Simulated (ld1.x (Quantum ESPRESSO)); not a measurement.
**Before and after: TM potential for hafnium**

ld1.x (Quantum ESPRESSO) 7.5 input, shortened:

```
&input
   title='Hf', zed=72., rel=1, dft='PBESOL', iswitch=3,
   config='[Xe] 4f14 5d3 6s1 6p0'
 /
 &inputp
   pseudotype=2, tm=.true., lloc=1,
   nlcc=.false.
 /
3
6S  1  0   1.00   0.00  2.20  2.20  0.0
5D  3  2   3.00   0.00  2.40  2.40  0.0
5P  2  1   6.00   0.00  1.65  1.65  0.0
 &test
   configts(1)='5p6 5d3 6s1 6p0'
 /
```

All-electron outer shells of the reference configuration (PBEsol, scalar-relativistic, ld1.x):

| shell | level (eV) | outermost node (bohr) | outermost maximum (bohr) |
| --- | --- | --- | --- |
| 5s | -65.64 | 0.55 | 1.01 |
| 5p | -34.30 | 0.60 | 1.16 |
| 4f | -15.48 | – | 0.45 |
| 6s | -4.76 | 1.37 | 2.96 |
| 5d | -2.00 | 0.67 | 1.73 |
| 6p | -1.25 | 1.67 | 4.20 |

Change: wave 5p (bound): rc 1.65 bohr becomes 5p (bound): rc 2.50 bohr.

Cutoffs: the cutoffs (Ry, on a coarse ladder) from which the occupation-weighted sum of valence levels, in a spherical-Bessel basis at the reference potential, stays within 10 and 1 mRy of its value at 400 Ry; they do not see the model core or the augmentation charge, which bear on the density cutoff. Errors are all-electron minus pseudo energies relative to the spin-unpolarised reference configuration.

Q: What does the change do?

A: The potential gets softer (45 Ry and 80 Ry → 25 Ry and 40 Ry); both files keep a bound ghost (s); of the 7 tests that both files solve, the error grows in 2 and shrinks in 3 by more than 15 % and 0.3 meV (median size 15.4 → 6.0 meV). A larger radius leaves more room for a smooth pseudo-wave, so fewer plane waves are needed.

```csv
quantity,base,changed
"cutoff, loose",45 Ry,25 Ry
"cutoff, tight",80 Ry,40 Ry
loose cutoff by channel (10 mRy a level),"s 12 Ry, d 18 Ry, p 35 Ry","s 12 Ry, d 18 Ry, p 18 Ry"
bound ghosts,s,s
"error for 5p6 5d2 6s2 6p0, meV [ΔE -2.59 eV]",-10,-3.9
"error for 5p6 5d2 6s1 6p0, meV [ΔE 5.41 eV]",-15,-5.1
"error for 5p6 5d2 6s0 6p0, meV [ΔE 19.58 eV]",+5.6,+6.0
"error for 5p6 5d2.5 6s1.5 6p0, meV [ΔE -1.34 eV]",-0.7,+0.4
"error for 5p6 5d2 6s1 6p1, meV [ΔE 1.27 eV]",+32,+145
"error for 5p6 5d2 6s0 6p2, meV [ΔE 5.33 eV]",+90,+331
"error for 5p5 5d2 6s2 6p0, meV [ΔE 38.46 eV]",-514,-409
```

 A true bound ghost makes a file unfit for plane-wave use even where its test errors are small: the radial tests pick states by their node count and pass the ghost by.
